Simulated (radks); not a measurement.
Values are calculated unless marked as measured or tabulated.
Valence configurations of the titanium ion Ti2+ (all share [Ar]). Code: a radial shooting solver on a logarithmic mesh with Libxc functionals. Model: non-relativistic Kohn-Sham, TPSS, spin-unpolarised, spherical densities, point nucleus; meta-GGA in the generalised Kohn-Sham scheme. Energies are relative to 3d2; eigenvalues in eV.

| valence | E (eV) | e(3d) | e(4p) | e(4s) |
|---|---|---|---|---|
| 3d2 | 0.000 | -19.567 | - | - |
| 3d1 4s1 | 4.690 | -24.818 | - | -18.566 |
| 4s2 | 12.649 | - | - | -21.007 |
| 4s1 4p1 | 17.845 | - | -16.271 | -21.459 |
| 3d1.5 4p0.5 | 4.192 | -22.585 | -13.181 | - |
| 3d1.5 4s0.5 | 1.954 | -22.070 | - | -17.374 |
| 3d1 4p1 | 9.389 | -25.820 | -14.422 | - |
| 3d0.5 4s0.5 4p1 | 13.167 | -28.722 | -15.369 | -20.298 |
| 3d0.5 4s1 4p0.5 | 10.698 | -28.233 | -15.118 | -20.062 |

NIST lists [Ar] 3d2 as the ground configuration; this level of theory agrees among the configurations tried. The energies are those of spherical spin-averaged densities, not of single terms.
